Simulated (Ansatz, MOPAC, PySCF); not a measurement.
Molecule: C3H4O, net charge 0, singlet state. SMILES: O=C1CC1
Geometry: optimised at B3LYP-D3(BJ)/def2-TZVP (Ansatz, a program for electronic structure).

Wanted: size of the dipole moment, in D. Set-up: spin-orbit terms left out; dispersion terms only where a functional's name holds one; six Cartesian d functions in 6-31G* and its kin unless marked 5d; PM7 with its own dispersion and hydrogen-bond terms; non-relativistic; 6-311+G** with 5d. First-principles rows: single points at B3LYP-D3(BJ) geometries (Ansatz). Semi-empirical rows: dipoles at the shared geometry.

Measured values: NIST CCCBDB, as tabulated in the package chemicals; dipoles are vibrational averages. 

Value to compare with, the measured value: 2.67 D.

| level | program | size of the dipole moment (D) | error |
|---|---|---|---|
| PM7 | MOPAC | 2.25 | -0.42 |
| SVWN5/6-31G* | Ansatz | 2.69 | 0.02 |
| PBE/3-21G | Ansatz | 2.35 | -0.32 |
| PBE/6-311+G** | Ansatz | 2.89 | 0.22 |
| BP86/def2-SVP | PySCF | 2.53 | -0.14 |
| B3LYP/6-31G* | Ansatz | 2.74 | 0.07 |
| B3LYP/6-31+G* | Ansatz | 3.06 | 0.39 |
| B3LYP/cc-pVDZ | Ansatz | 2.57 | -0.10 |
| B3LYP/6-311+G** | Ansatz | 3.05 | 0.38 |
| M06-2X/6-311+G** | PySCF | 3.08 | 0.41 |

6 of the 10 habitual levels lie above the measured value; their mean absolute error is 0.25 D, the median 0.27.

The levels are drawn from those run, B3LYP/6-31G* more often than the rest, none by its result; runs whose electronic state is in doubt are left out.
